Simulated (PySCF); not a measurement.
C3H6ClFSi, SMILES C/C(Cl)=C/[SiH2]F. Atoms are numbered in the order given.

```xyz
12

C      1.4122     2.2915     0.0000
C      0.5118     1.0985     0.0000
Cl    -1.2087     1.5255     0.0000
C      0.8515    -0.1959     0.0000
Si    -0.3692    -1.6051     0.0000
F      0.5169    -2.9774     0.0000
H      1.2236     2.9184    -0.8866
H      1.2236     2.9184     0.8866
H      2.4654     1.9772     0.0000
H      1.9246    -0.4226     0.0000
H     -1.2127    -1.6113    -1.2232
H     -1.2127    -1.6113     1.2232
```

Geometry: B3LYP-D3(BJ)/def2-SVP. The structure was generated by enumeration; whether it is a known compound was not checked. The values are those of a single conformer.

Two levels are set side by side: PBE/pcSseg-1 (PySCF) and PBE0/pcSseg-1 (PySCF). GIAO shifts against CFCl3 (¹⁹F), HCl (³⁵Cl), TMS (²⁹Si), TMS (¹H), TMS (¹³C) at the same level; non-relativistic, no solvent, atoms listed together averaged. Without spin–orbit terms, shifts of atoms bonded to Cl or Br come out too high at both levels. Differences are taken from unrounded values.

```
quantity                   PBE0     PBE  PBE minus PBE0
-----------------------  ------  ------  --------------
δ(¹³C) of C1 (ppm)         33.6    34.6             1.0
δ(¹³C) of C2 (ppm)        167.3   165.8            -1.5
δ(³⁵Cl) of Cl3 (ppm)      299.7   332.4            32.7
δ(¹³C) of C4 (ppm)        128.5   126.3            -2.2
δ(²⁹Si) of Si5 (ppm)      -10.2    -9.8             0.4
δ(¹⁹F) of F6 (ppm)       -230.5  -252.9           -22.4
δ(¹H) of H10 (ppm)         6.07    5.99           -0.08
δ(¹H) of H11, H12 (ppm)    5.62    5.85            0.23
```

Rough cost on one machine, each run with all the roots and properties that it gave: PBE0 against PBE within a factor of 2.
